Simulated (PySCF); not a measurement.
# [MoBr6]3-: what the settings change

[MoBr6]3- holds Mo(III), d3, at total charge -3. The structure is a PBE0-D3(BJ)/def2-SVP, IEF-PCM water geometry optimised for multiplicity 4; coordination octahedral, point group Oh, metal–donor distances 2.63 Å.

The d shell alone is too small an active space for [MoBr6]3- (an active orbital has only 0.69 squared overlap with the free ion's shell): its levels, fitted parameters, g values and moments show what this model gives and aren't sound predictions.

```
7

Mo    0.0000    0.0000    0.0000
Br    0.0000    0.0000    2.6353
Br    0.0000    0.0000   -2.6353
Br    2.6353    0.0000    0.0000
Br   -2.6353    0.0000    0.0000
Br    0.0000    2.6353    0.0000
Br    0.0000   -2.6353    0.0000
```

Method (PySCF 2.14, density fitting): CASSCF(3,5) with orbitals averaged over all microstates of the shell, strongly contracted NEVPT2 on the averaged canonical orbitals; basis x2c-TZVPall on the metal, x2c-SVPall elsewhere; spin-free X2C; IEF-PCM water; spin-orbit coupling by state interaction with the mean-field operator over all roots.

Base run: NEVPT2 ground state 4A2g, next 2Eg at 11689, then 2T1g at 12146 cm⁻¹, 10Dq(CASSCF) 16274, B(CASSCF) 633, ζ 577 cm⁻¹, g 1.945 1.945 1.945, μeff(300 K) 3.78 μB.

Task: What happens with the basis x2c-TZVPall on all atoms?

Result: NEVPT2 ground state 4A2g, next 2Eg at 11536, then 2T1g at 11979 cm⁻¹, 10Dq(CASSCF) 16110, B(CASSCF) 629, ζ 576 cm⁻¹, g 1.944 1.944 1.944, μeff(300 K) 3.78 μB. It took 320 s against 150 s on a shared host of the same kind.

Task: What happens with orbitals averaged over the highest spin alone?

Result: NEVPT2 ground state 4A2g, next 2Eg at 11812, then 2T1g at 12275 cm⁻¹, 10Dq(CASSCF) 16290, B(CASSCF) 651, ζ 597 cm⁻¹, g 1.940 1.940 1.940, μeff(300 K) 3.78 μB.

No frequencies were computed for the optimised geometry. Charge-transfer states lie outside this active space and may come lower than some of these levels. NEVPT2 lifts 4T2g from 16880 to 19625 cm⁻¹; on the d shell alone it tends to overshoot states that fill the eg-type orbitals. NEVPT2 on the d shell alone tends to put d–d bands too high for such charged or covalently bound ions.
